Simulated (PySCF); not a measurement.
H6OSeSi2.
Structure used (PBE0-D3(BJ)/def2-SVP), in Å, numbered top down from 1:
```
atom  x, y, z in Å
O1    -2.188    0.271    0.800
Si2   -0.934    0.374   -0.300
Si3    0.906   -0.789    0.544
Se4    2.584   -0.519   -1.004
H5    -3.016    0.698    0.559
H6    -1.303   -0.214   -1.628
H7    -0.521    1.796   -0.542
H8     1.323   -0.325    1.902
H9     0.679   -2.264    0.580
H10    2.520    0.950   -0.933
```

Computed with PBE0-D3(BJ)/def2-SVP geometry optimisation, gas phase in PySCF.

Take the most abundant isotopes and a rigid rotor. The values belong to one conformer with, in the numbering `[OH:1][SiH2:2][SiH2:3][SeH:4]`, H–O1–Si2–Si3 -179°, O1–Si2–Si3–Se4 -178°, Si2–Si3–Se4–H 57°.

(1) Give the principal moments of inertia and the rotational constants in MHz.

(2) What kind of rotor is it?

(3) What does the inertial defect say?

(4) Give the other two planar moments, Paa and Pbb, and the rms extents of the mass along the axes.

(5) List the rotational levels J(Ka,Kc) to J = 5 (MHz).

(6) Which types of transition are allowed, and where do some lines up to J = 5 fall?

## Answers

(1) Ia = 60.95, Ib = 565.79, Ic = 611.89 u·Å²; 505379 MHz·u·Å²/I gives A = 8292, B = 893.2, C = 825.9 MHz.

(2) A near-prolate asymmetric top; Ray's κ = -0.982.

(3) Not planar: Δ = Ic − Ia − Ib = -14.85 u·Å². For a rigid frame Δ = −2 Σ m c², so Σ m c² = 7.42 u·Å² lies off the ab plane: 7.36 from hydrogen and 0.06 from heavier atoms. The atom farthest from that plane is 1.28 Å away.

(4) Paa = Σ m a² = (Ib + Ic − Ia)/2 = 558.37 and Pbb = Σ m b² = (Ia + Ic − Ib)/2 = 53.52 u·Å². With the mass M = 157.91 u, the rms extents √(P/M) along a, b and c are 1.88, 0.58, 0.22 Å.

(5) Above 0(0,0):
J = 1: 1(0,1) 1719, 1(1,1) 9118, 1(1,0) 9185
J = 2: 2(0,2) 5157, 2(1,2) 12489, 2(1,1) 12691, 2(2,1) 34888, 2(2,0) 34888
J = 3: 3(0,3) 10313, 3(1,3) 17545, 3(1,2) 17949, 3(2,2) 40045, 3(2,1) 40048, 3(3,1) 77208, 3(3,0) 77208
J = 4: 4(0,4) 17185, 4(1,4) 24287, 4(1,3) 24959, 4(2,3) 46922, 4(2,2) 46928, 4(3,2) 84086, 4(3,1) 84086, 4(4,1) 136113, 4(4,0) 136113
J = 5: 5(0,5) 25771, 5(1,5) 32712, 5(1,4) 33721, 5(2,4) 55516, 5(2,3) 55532, 5(3,3) 92683, 5(3,2) 92683, 5(4,2) 144710, 5(4,1) 144710, 5(5,1) 211602, 5(5,0) 211602
The levels of one J sum to (2J + 1)J(J + 1)(A + B + C)/3.

(6) The dipole components are |μa| = 1.74 D, |μb| = 1.03 D, |μc| = 0.44 D. Intensities carry the squares of the components, which stand as 1.00 : 0.35 : 0.06 (a : b : c). Some of the stronger lines:

```json
{"type": "a", "branch": "R", "J(Ka,Kc)": "2(1,2) ← 1(1,1)", "MHz": "3371", "lower level (cm⁻¹)": "0.304"}
{"type": "a", "branch": "R", "J(Ka,Kc)": "2(1,1) ← 1(1,0)", "MHz": "3506", "lower level (cm⁻¹)": "0.306"}
{"type": "a", "branch": "R", "J(Ka,Kc)": "3(2,2) ← 2(2,1)", "MHz": "5157", "lower level (cm⁻¹)": "1.164"}
{"type": "a", "branch": "R", "J(Ka,Kc)": "4(0,4) ← 3(0,3)", "MHz": "6872", "lower level (cm⁻¹)": "0.344"}
{"type": "a", "branch": "R", "J(Ka,Kc)": "4(2,2) ← 3(2,1)", "MHz": "6881", "lower level (cm⁻¹)": "1.336"}
{"type": "a", "branch": "R", "J(Ka,Kc)": "4(1,3) ← 3(1,2)", "MHz": "7010", "lower level (cm⁻¹)": "0.599"}
{"type": "b", "branch": "Q", "J(Ka,Kc)": "4(1,3) ← 4(0,4)", "MHz": "7775", "lower level (cm⁻¹)": "0.573"}
{"type": "a", "branch": "R", "J(Ka,Kc)": "5(1,5) ← 4(1,4)", "MHz": "8426", "lower level (cm⁻¹)": "0.810"}
{"type": "a", "branch": "R", "J(Ka,Kc)": "5(2,4) ← 4(2,3)", "MHz": "8595", "lower level (cm⁻¹)": "1.565"}
{"type": "a", "branch": "R", "J(Ka,Kc)": "5(3,2) ← 4(3,1)", "MHz": "8597", "lower level (cm⁻¹)": "2.805"}
{"type": "a", "branch": "R", "J(Ka,Kc)": "5(2,3) ← 4(2,2)", "MHz": "8604", "lower level (cm⁻¹)": "1.565"}
{"type": "a", "branch": "R", "J(Ka,Kc)": "5(1,4) ← 4(1,3)", "MHz": "8762", "lower level (cm⁻¹)": "0.833"}
{"type": "b", "branch": "R", "J(Ka,Kc)": "4(1,4) ← 3(0,3)", "MHz": "13974", "lower level (cm⁻¹)": "0.344"}
{"type": "b", "branch": "R", "J(Ka,Kc)": "5(1,5) ← 4(0,4)", "MHz": "15527", "lower level (cm⁻¹)": "0.573"}
{"type": "b", "branch": "Q", "J(Ka,Kc)": "5(2,3) ← 5(1,4)", "MHz": "21811", "lower level (cm⁻¹)": "1.125"}
{"type": "b", "branch": "Q", "J(Ka,Kc)": "3(2,1) ← 3(1,2)", "MHz": "22098", "lower level (cm⁻¹)": "0.599"}
{"type": "b", "branch": "Q", "J(Ka,Kc)": "4(2,3) ← 4(1,4)", "MHz": "22635", "lower level (cm⁻¹)": "0.810"}
{"type": "b", "branch": "R", "J(Ka,Kc)": "5(2,3) ← 4(1,4)", "MHz": "31246", "lower level (cm⁻¹)": "0.810"}
{"type": "b", "branch": "Q", "J(Ka,Kc)": "5(3,3) ← 5(2,4)", "MHz": "37167", "lower level (cm⁻¹)": "1.852"}
{"type": "b", "branch": "R", "J(Ka,Kc)": "3(3,0) ← 2(2,1)", "MHz": "42321", "lower level (cm⁻¹)": "1.164"}
{"type": "b", "branch": "R", "J(Ka,Kc)": "4(3,2) ← 3(2,1)", "MHz": "44038", "lower level (cm⁻¹)": "1.336"}
{"type": "b", "branch": "R", "J(Ka,Kc)": "4(3,1) ← 3(2,2)", "MHz": "44041", "lower level (cm⁻¹)": "1.336"}
{"type": "b", "branch": "Q", "J(Ka,Kc)": "4(4,0) ← 4(3,1)", "MHz": "52027", "lower level (cm⁻¹)": "2.805"}
{"type": "b", "branch": "R", "J(Ka,Kc)": "4(4,1) ← 3(3,0)", "MHz": "58905", "lower level (cm⁻¹)": "2.575"}
```

No PBE0-D3(BJ)/def2-SVP frequencies stand behind this structure, so it isn't proved a minimum. Constants of a rigid frame at the computed geometry: no zero-point averaging, no centrifugal distortion.
